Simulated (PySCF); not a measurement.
C3H9FSi2, SMILES [C@@]1(F)([C@@H](C1)[SiH3])[SiH3].

The structure is a stationary point at r2SCAN-D4/def2-SVP. The structure was generated by enumeration; whether it is a known compound was not checked.

These are ωB97X/def2-TZVP (PySCF) values and carry that method's errors.

The molecule is in vacuum.

Computed frontier levels, gap, dipole moment and polarisability:
| Item | Value |
|---|---|
| highest occupied level | -10.47 eV |
| lowest empty level | 2.33 eV |
| orbital gap | 12.80 eV |
| dipole moment | 1.18 D |
| quadrupole, principal values (traceless, Buckingham form, about the centre of nuclear charge) | -6.11, 2.50, 3.61 D·Å |
| mean static polarisability | 86.1 bohr³ (12.75 Å³) |
| polarisability, principal values | 76.9, 84.6, 96.6 bohr³ |
